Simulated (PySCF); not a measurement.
## MoO3: one-bond stretch

Computed with PBE/[Mo def2-TZVP with ECP28, O def2-TZVP], scalar-relativistic core potentials, density fitting, no spin–orbit coupling, PySCF.

Rigid scan from the singlet minimum (Mo–O 1.717 Å (×3); O–Mo–O 108.9° (×3)). Coordinate: the bond from Mo to the last atom (O) scaled, the rest fixed. Energies in kJ/mol from the minimum.

Question: Predict the curve at 0.92, 0.96, 1.00, 1.05, 1.12, 1.20, 1.35, 1.55, 1.80, 2.20.

Answer: 
```json
{"scale of one bond": "0.92", "E (kJ/mol)": "53.2", "dipole size (D)": "5.01"}
{"scale of one bond": "0.96", "E (kJ/mol)": "11.8", "dipole size (D)": "4.97"}
{"scale of one bond": "1.00", "E (kJ/mol)": "0.0", "dipole size (D)": "4.98"}
{"scale of one bond": "1.05", "E (kJ/mol)": "14.0", "dipole size (D)": "5.02"}
{"scale of one bond": "1.12", "E (kJ/mol)": "66.3", "dipole size (D)": "5.12"}
{"scale of one bond": "1.20", "E (kJ/mol)": "147.9", "dipole size (D)": "5.24"}
{"scale of one bond": "1.35", "E (kJ/mol)": "309.6", "dipole size (D)": "5.38"}
{"scale of one bond": "1.55", "E (kJ/mol)": "486.9", "dipole size (D)": "–"}
{"scale of one bond": "1.80", "E (kJ/mol)": "635.0", "dipole size (D)": "–"}
{"scale of one bond": "2.20", "E (kJ/mol)": "764.0", "dipole size (D)": "–"}
```

At long bonds a restricted determinant can lie too high, and another spin state can fall below this curve.

Other isomers or separated fragments may lie lower.

The scan took 3.2 min on 2 threads of a shared Arm Neoverse V2 host; the process peaked at 1.3 GiB.
